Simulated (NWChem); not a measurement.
System: C$_{4}$H$_{8}$O; SMILES O(C)C(=C)C

Here is an NWChem input.

```
start job
memory heap 200 mb stack 900 mb global 1100 mb
geometry units angstroms
  C      1.441599    -0.454632     0.000000
  C      0.098964    -0.475529     0.000000
  C     -0.726973    -1.720290     0.000000
  O     -0.698516     0.615089     0.000000
  C     -0.095767     1.877512     0.000000
  H      1.990410    -1.396287     0.000000
  H      2.024470     0.466539     0.000000
  H     -1.381824    -1.740731     0.885381
  H     -1.381824    -1.740731    -0.885381
  H     -0.097035    -2.618099     0.000000
  H     -0.905133     2.619110     0.000000
  H      0.532431     2.028397    -0.896208
  H      0.532431     2.028397     0.896208
end
basis spherical
  * library 6-31g*
end
dft
  xc b3lyp
  iterations 150
end
driver
  maxiter 120
end
task dft optimize
```

B3LYP is NWChem's, with the RPA form of VWN correlation.

The level has its own optimisation. Brackets give each atom's bonded neighbours.

Q: Predict the main results of this run. (B3LYP/6-31G* (spherical d).) Quantities: r C–C [C(CCO)–C(CHH)] (Å); r C–H [C(CHH)–H(C)] (Å); r C–C [C(CCO)–C(CHHH)] (Å); r C–O [C(CCO)–O(CC)] (Å); dipole (D).

A: 
```json
{
 "r C–C [C(CCO)–C(CHH)] (Å)": "1.341",
 "r C–H [C(CHH)–H(C)] (Å)": "1.083",
 "r C–C [C(CCO)–C(CHHH)] (Å)": "1.503",
 "r C–O [C(CCO)–O(CC)] (Å)": "1.367",
 "dipole (D)": "0.61"
}
```
